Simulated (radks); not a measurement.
Task: Ge IV, 29 electrons, occupied as [Ar] 3d9 4s2 (not the ground configuration). Method: Dirac Kohn-Sham, BLYP, spin-unpolarised, spherical densities, finite nucleus; open shells fill j = l - 1/2 first; Fermi nuclear charge, rms radius 4.0742 fm; computed with a radial shooting solver on a logarithmic mesh with Libxc functionals. Some entries of the table are withheld. Estimate them.

| orbital | occ. | eigenvalue (hartree) | <1/r> (bohr^-1) |
|---|---|---|---|
| 1s1/2 | 2 | -404.4890 | 32.38 |
| 2s1/2 | 2 | -52.11927 | 7.149 |
| 2p1/2 | 2 | -46.55758 | 7.112 |
| 2p3/2 | 4 | -45.38548 | 6.918 |
| 3s1/2 | 2 | -7.80975 | 2.310 |
| 3p1/2 | 2 | (1) | (2) |
| 3p3/2 | 4 | (3) | (4) |
| 3d3/2 | 4 | -2.68225 | 1.854 |
| 3d5/2 | 5 | -2.65907 | 1.842 |
| 4s1/2 | 2 | -1.59676 | 0.7413 |

Result: 
(1) 3p1/2 eigenvalue (hartree): -5.97106
(2) 3p1/2 <1/r> (bohr^-1): 2.189
(3) 3p3/2 eigenvalue (hartree): -5.80984
(4) 3p3/2 <1/r> (bohr^-1): 2.143
